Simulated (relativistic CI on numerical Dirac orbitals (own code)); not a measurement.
Computed by Dirac-Coulomb-Breit CI, KLI orbitals optimised for each configuration, QED by a radiative potential, unscaled Slater integrals (own radial code, finite nucleus).

The strongest absorption lines from the ground level of an ion, among the configurations computed and to levels below about 5830 eV (vacuum wavelength in nm, gf): 0.28564 (1.8), 0.28568 (2.3), 0.28599 (0.82), 0.28714 (0.76), 0.30139 (1.9), 0.30241 (1.4), 0.30276 (1.4), 0.30371 (0.94).

Question: Which ion is it?
A. Cs⁴⁶⁺
B. Ag³⁸⁺
C. Sb⁴⁰⁺
D. Sb⁴²⁺

Answer: D. Sb⁴²⁺ has 9 electrons and the ground level 2s²2p⁵ ²P°3/2; the strongest line goes to 2s²2p⁴3d ²F5/2. The pattern of lines fixes the number of electrons, and along that sequence the line energies rise steadily with the charge (about as its square where n changes within one kind of shell, about linearly where n is kept but much faster in heavy ions where fine structure, which grows about as Z⁴, sets the gap, and irregularly where shells cross), which fixes Z. Configurations outside the model, such as inner-shell arrays, can give stronger lines. At this charge energies of transitions that change n are usually good to better than 1 %, and those within a shell (Δn = 0) to a few per cent.

LS names give the leading component of a level, which can be under half, so a name can repeat, a term be missing and a line seem to break the LS rules.
